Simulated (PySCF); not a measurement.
# [Mo(Cl)6] (charge 0, multiplicity 1)

Calculation: PBE-D3(BJ)/def2-TZVP // TPSS-D3(BJ)/def2-SVP (PySCF).

| Property | Value |
|---|---|
| HOMO | -7.84 eV |
| dipole moment | 0.00 D |
| HOMO–LUMO gap | 1.55 eV |
| LUMO | -6.29 eV |
| charge on the central atom (Mulliken) | 0.69 e |
| total energy | -76971.39 eV |
| cost | very roughly 2.7 core-minutes |

```xyz
7

Mo    -0.0003     0.0001     0.0000
Cl     1.6984    -1.5710     0.0349
Cl     0.3342     0.3100    -2.2691
Cl     1.5352     1.6704     0.4551
Cl    -0.3351    -0.3107     2.2688
Cl    -1.5357    -1.6705    -0.4545
Cl    -1.6983     1.5717    -0.0357
```
